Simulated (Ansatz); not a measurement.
A made-up structure of CH₃FIn (charge -1), singlet:

C1  (0.564, 0.307, 0.496)
In2  (-1.027, -0.424, -0.487)
F3  (1.651, 0.630, -0.236)
H4  (-2.352, -1.095, 0.400)
H5  (-0.844, -1.040, -2.094)
H6  (0.846, 0.717, 1.432)
(Å)

It is relaxed with PBE-D4/def2-SVPD and then PBE0-D4/def2-TZVPD (Ansatz 0.2.0). Atoms count as bonded within 1.22 times the sum of their covalent radii (H–H: 0.88 Å). The end point is not checked to be a true minimum.

Q: Does its bonding change? (A judgement: the text doesn't fix the answer.)

A: By the calculation: No: no bond forms or breaks.

Where it ends: The first stage lowers the energy by 0.34 eV in 6 steps. It ends as CH₃FIn ([F][CH][InH2]), total charge -1:
```
6
angstrom
C 0.6204 0.3495 0.4270
In -0.9282 -0.5883 -0.4843
F 1.8119 0.7290 -0.1956
H -2.3501 -0.9897 0.4570
H -0.9860 -1.0539 -2.1692
H 0.6687 0.6480 1.4756
```

Labels in which every atom is bracketed show which atoms are joined, not bond orders.

For scale, one of the runs: PBE0-D4/def2-TZVPD relaxation, 160 basis functions, launched by `ansatz run in.yaml --threads 2 --pin off --events-out ev --progress --plain --max-ram 4352MiB`. Hardware: 2 CPU threads of an Arm Neoverse V2, shared host. Wall time about 37 s.
